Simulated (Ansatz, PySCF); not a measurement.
Species: sum formula BNHCl₂, net charge -1, singlet state. It need not be the lowest isomer of its formula. Whether it binds its extra electron was not tested at this geometry. 
Geometry from a B3LYP-D3(BJ)/def2-TZVP (Ansatz, an electronic-structure program) optimisation:
```xyz
5

B     -0.4846    -0.2136     0.1313
Cl    -0.0163     1.6133     0.0437
Cl     0.9862    -1.2525    -0.3081
N     -1.6714    -0.7218     0.4532
H     -2.3663    -0.0130     0.6661
```
Charge -1, spin multiplicity 1.

Total electronic energies in hartree. Cores are frozen in the correlated levels unless marked. Spin-orbit coupling is left out. Non-relativistic. Basis-set limits of correlation are two-point, X^-3; Hartree-Fock from the larger set. The bracket is a focal-point correction in the basis named.

| level | program | energy (Eh) |
|---|---|---|
| HF/cc-pVTZ | Ansatz | -998.91373 |
| RI-HF/aug-cc-pV(T+d)Z | Ansatz | -998.92084 |
| revPBE-D3(BJ)/def2-TZVPD | Ansatz + dftd3 | -1000.64210 |
| BHLYP-D4/def2-TZVPD | Ansatz + dftd4 | -1000.78155 |
| TPSSh/def2-TZVPD | PySCF | -1000.85479 |
| B2GP-PLYP-D3(BJ)/def2-TZVPD | Ansatz + dftd3 | -1000.39242 |
| B2GP-PLYP/def2-TZVPD | Ansatz | -1000.38895 |
| MP2/aug-cc-pV(D+d)Z | Ansatz | -999.45753 |
| MP2/cc-pVTZ | Ansatz | -999.61106 |
| CCSD/cc-pwCVTZ | Ansatz | -999.65800 |
| CCSD(T)/6-31G* | Ansatz | -999.36012 |
| CCSD(T)/aug-cc-pV(T+d)Z | Ansatz | -999.70528 |
| CCSD(T)/cc-pV(T+d)Z | Ansatz | -999.68079 |
| CCSD(T)/cc-pV(Q+d)Z | Ansatz | -999.75802 |
| RI-MP2/CBS(aug-cc-pV(T+d)Z,aug-cc-pV(Q+d)Z)+[CCSD(T)-MP2]/aug-cc-pV(T+d)Z | Ansatz | -999.8082 |

Totals of different functionals don't rank their quality; only differences between species are comparable.
